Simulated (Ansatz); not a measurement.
Total energies of [WO3(NH2)]- (WNO3H2⁻) from Ansatz at PBE-D4/def2-TZVPD, gas phase (1 Eh = 27.2114 eV = 2625.5 kJ/mol). The reference geometry is relaxed at PBE-D4/def2-SVPD.

```
            state                     geometry  energy (Eh)
charge -1 singlet                    reference   -348.90233
 charge 0 doublet                    reference   -348.73823
 charge 0 doublet  relaxed at PBE-D4/def2-SVPD   -348.74195
```

In the def2 sets W takes a core potential; there is no spin–orbit coupling.

**Question.** Work out the vertical ionisation energy to the doublet.

**Answer.** E(charge 0 doublet) − E(charge -1 singlet) = -348.73823 − (-348.90233) = 0.16410 Eh = 4.47 eV. For comparison, −ε of the highest occupied level is 1.42 eV at this level, 3.05 eV less.

**Question.** How much does the charge 0 doublet relax, and what is the adiabatic ionisation energy?

**Answer.** Relaxation: -348.73823 − (-348.74195) = 0.00372 Eh = 0.10 eV. Adiabatic ionisation energy: 0.16038 Eh = 4.36 eV, without zero-point energy. 

At PBE-D4/def2-TZVPD the gap within one spin of the charge 0 doublet nearly closes, so an electron or hole may be smeared out by delocalisation error.
